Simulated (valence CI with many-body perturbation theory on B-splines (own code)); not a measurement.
# Pt XXX: calculated level list

Computed by relativistic CI+MBPT: three valence electrons over a frozen Dirac-Fock core [Kr] 4d10, a basis of 8 s, 8 p, 9 d, 9 f, 6 g, 3 h, 2 i functions for each j, with the one-electron correlation potential Σ1 (screened to all orders), the two-electron term Σ2, the three-electron term Σ3, Breit, model QED; selected single and double excitations, second order for the rest (own B-spline code, finite nucleus).

No measured spectrum was set against this ion. As an estimate, large intervals hold to a few tenths of a per cent, small ones and those within an open d or f shell to about a per cent. Core correlation moves these levels by up to 51000 cm⁻¹, and in measured spectra 5 to 20 % of such shifts remained as error; rates that hang on mixing are uncertain with them. The list stops below the first excitations out of the core.

Levels 46 to 59 of 59, with energies above the lowest level, (4f5/2^3) J=9/2. "Leading %" is the weight of the configuration and term that name the level; weights of strongly mixed levels are sums over their largest components and can fall short. In the jj column 3d3/2^4 stands for four electrons in 3d with j = 3/2.

```tsv
No.	Configuration	Term	J	E (cm⁻¹)	Leading %	Second component	Leading jj	g
46	4f2.5s	4H	11/2	1382400	85	15 % 4f2.5s 2H	4f5/2 4f7/2 5s (98 %)	1.123
47	4f2.5s	4H	9/2	1385700	49	43 % 4f2.5s 2H	4f5/2 4f7/2 5s (96 %)	0.956
48	4f2.5s	4F	7/2	1394300	84	13 % 4f2.5s 2G	4f5/2 4f7/2 5s (99 %)	1.173
49	4f2.5s	4F	9/2	1396800	46	35 % 4f2.5s 2G	4f5/2 4f7/2 5s (99 %)	1.170
50	4f2.5s	2F	5/2	1401000	57	40 % 4f2.5s 4F	4f5/2 4f7/2 5s (95 %)	0.933
51	4f2.5s	2F	7/2	1402200	44	42 % 4f2.5s 2G	4f5/2 4f7/2 5s (97 %)	1.004
52	4f2.5s	4H	13/2	1409500	89	11 % 4f2.5s 2I	4f7/2^2 5s (56 %)	1.211
53	4f2.5s	2H	11/2	1419400	72	17 % 4f2.5s 2I	4f5/2 4f7/2 5s (54 %)	1.064
54	4f2.5s	4P	1/2	1428100	77	12 % 4f2.5s 2P	4f5/2^2 5s (82 %)	2.356
55	4f2.5s	4P	5/2	1431900	43	40 % 4f2.5s 2D	4f5/2 4f7/2 5s (88 %)	1.320
56	4f2.5s	2D	3/2	1434200	51	18 % 4f2.5s 2P	4f5/2 4f7/2 5s (81 %)	1.015
57	4f2.5s	4F	9/2	1438700	50	46 % 4f2.5s 2G	4f7/2^2 5s (99 %)	1.214
58	4f2.5s	2F	7/2	1445000	55	34 % 4f2.5s 2G	4f7/2^2 5s (98 %)	1.054
59	4f2.5s	4P	3/2	1447800	76	18 % 4f2.5s 2P	4f5/2 4f7/2 5s (96 %)	1.603
```

Where two levels of one J and parity lie close, their mixing, g and order are uncertain.
